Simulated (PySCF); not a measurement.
C₅H₇OS₂ (doublet state).
Z-matrix (Å and degrees, GFN2-xTB geometry), rows numbered from 1:
```
C 
O   1  1.4101
C   2  1.3431  1  117.52
C   3  1.3351  2  125.41  1  -175.63
C   4  1.4899  3  115.66  2  -178.76
C   5  1.4948  4  106.49  3    -8.27
S   6  1.7446  5  119.48  4   162.08
S   6  1.7498  5  112.12  4    12.89
H   1  1.0878  2  105.90  3  -179.53
H   1  1.0943  2  111.24  3    61.37
H   1  1.0948  2  111.20  3   -60.39
H   4  1.0745  3  122.72  2     0.70
H   5  1.0976  4  111.56  3  -128.02
H   5  1.1007  4  110.80  3   114.02
H   7  1.3343  6   95.87  5   168.78
```

The hyperfine couplings belong to this conformer and change with its torsions.

The species is `COC1S[C](S)CC=1` [radical].

Method: PySCF, UKS B3LYP, pcH-1 on C H O S, non-relativistic, mean-field spin-orbit, GIAO. The structure is a single GFN2-xTB conformer in the gas phase; no vibrational or solvent corrections. A GFN2-xTB geometry isn't a minimum of the functional, and hyperfine couplings can be far from their values at a DFT geometry. Stability of the SCF solution: not tested.

Task: Match the computed a_iso(13C) values +191.4, -25.5, -5.4, +4.3 MHz with the sites C3; C4; C5; C6.

Result: 
```tsv
site	a_iso (MHz)	ρ(0) (bohr⁻³)	position	distance from C6 (Å)	spin population	largest |T| (MHz)
C3	-5.4	-0.0048	2 bonds from C6	2.51	-0.02	4.3
C4	+4.3	+0.0038	2 bonds from C6	2.39	+0.04	5.8
C5	-25.5	-0.0227	1 bond from C6	1.49	-0.06	2.5
C6	+191.4	+0.1698	largest spin population	0.00	+0.73	133.5
```

Task: The isotropic 1H couplings, averaged over equivalent nuclei, are +113.0, +25.0, -4.3, -0.5 MHz. Assign them to H9/H10/H11; H12; H13/H14; H15.

Result: 
```csv
site,a_iso (MHz),ρ(0) (bohr⁻³),position,distance from C6 (Å),bound to,spin population there,largest |T| (MHz)
H9/H10/H11,-0.5,-0.0001,5 bonds from C6,4.78,C1,0.00,1.9
H12,-4.3,-0.0010,"γ, 3 bonds from C6",3.41,C4,+0.04,4.0
H13/H14,+113.0,+0.0253,"β, 2 bonds from C6",2.15,C5,-0.06,7.3
H15,+25.0,+0.0056,"β, 2 bonds from C6",2.30,S7,+0.09,5.8
```

ρ(0) is the spin density at the nucleus and T the dipolar tensor; a_iso includes a spin–orbit part; entries for several nuclei are means. The Mulliken spin populations are largest on C6 (+0.73), S8 (+0.12), S7 (+0.09) and C5 (-0.06). C6 is the only atom above +0.15. The angles at C6 add up to 352.1°, so it is slightly pyramidal.

β density exceeds α density at some nuclei, such as C5 (-0.0227) and C3 (-0.0048), spin density in bohr⁻³. In a single determinant that takes different orbitals for the two spins, that is spin polarisation.

Means are taken over nuclei equivalent by connectivity, which assumes that they swap fast. The 1H value of +113.0 MHz is a mean of couplings from 100.0 to 126.1 MHz in this one geometry, not an average over conformers.
